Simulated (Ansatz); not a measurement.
The same redistribution along the group Sc, Y.

Gas-phase electronic energies from Ansatz, PBE0-D4/def2-TZVP geometries. CCSD(T)/CBS is the MP2 limit (def2-TZVPP, def2-QZVPP) plus CCSD(T) − MP2 in def2-TZVPP, frozen cores. Functionals use def2-TZVPP. Elements past krypton have def2 core potentials. For Sc, Y outer-core shells are correlated without core-valence functions, which leaves a few kJ/mol of doubt a bond. Scalar relativity is left out up to krypton. Each species was taken in one conformer, which may not be the lowest.

| reaction | CCSD(T)/CBS(def2) (kcal/mol) |
| --- | --- |
| `[NH2][Sc]([NH2])[Cl]` + `C=C(F)[SiH2]Cl` → `[NH2][Sc]([Cl])[Cl]` + `C=C(F)[SiH2]N` | ? |
| `[NH2][Y]([NH2])[Cl]` + `C=C(F)[SiH2]Cl` → `[NH2][Y]([Cl])[Cl]` + `C=C(F)[SiH2]N` | -21.9 |

Question: Fill in the missing values. (Best estimate.)

Answer: Computed: `[NH2][Sc]([NH2])[Cl]` + `C=C(F)[SiH2]Cl` → `[NH2][Sc]([Cl])[Cl]` + `C=C(F)[SiH2]N`: -17.6 kcal/mol.

Largest T1 diagnostic: 0.014, for `[NH2][Sc]([Cl])[Cl]`.
